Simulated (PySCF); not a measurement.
SMILES [Al]([CH3])([CH2]C[Si](O)(O)O)[CH3], singlet (GFN2-xTB optimised geometry):

```
22

Si     0.194    -0.234     0.000
O      1.821    -0.234     0.000
O     -0.438     1.279     0.000
O     -0.288    -0.885    -1.412
C     -0.368    -1.206     1.529
C     -1.907    -1.320     1.631
Al    -2.400    -2.196     3.369
C     -1.025    -2.408     4.800
C     -4.265    -2.842     3.662
H      2.281    -0.226    -0.835
H     -0.204     1.882     0.699
H     -1.196    -0.766    -1.676
H      0.061    -2.209     1.513
H      0.017    -0.735     2.437
H     -2.347    -0.319     1.522
H     -2.281    -1.882     0.763
H     -0.112    -2.904     4.457
H     -0.705    -1.455     5.236
H     -1.420    -3.009     5.627
H     -4.694    -2.443     4.588
H     -4.944    -2.557     2.851
H     -4.323    -3.932     3.750
```

Calculation: PySCF 2.14.0 with CAM-B3LYP/def2-SVP.

Q: What are the frontier orbital energies and the dipole moment?

A: HOMO-2 -10.05 eV, HOMO-1 -8.96 eV, HOMO -8.04 eV, LUMO 0.42 eV, LUMO+1 1.41 eV; dipole moment 0.92 D.

On the same geometry PBE/def2-SVP (PySCF 2.14.0) gives HOMO-2 -6.79 eV, HOMO-1 -6.28 eV, HOMO -5.43 eV, LUMO -1.30 eV, LUMO+1 -0.19 eV; dipole moment 0.84 D.

Meta-Löwdin charges at CAM-B3LYP/def2-SVP: Si1 1.41, O2 -0.72, O3 -0.73, O4 -0.72, C5 -0.43, C6 -0.45, Al7 0.84, C8 -0.59, C9 -0.60, H10 0.33, H11 0.33, H12 0.33, H13 0.10, H14 0.09, H15 0.09, H16 0.09, H17 0.11, H18 0.11, H19 0.10, H20 0.11, H21 0.10, H22 0.11.
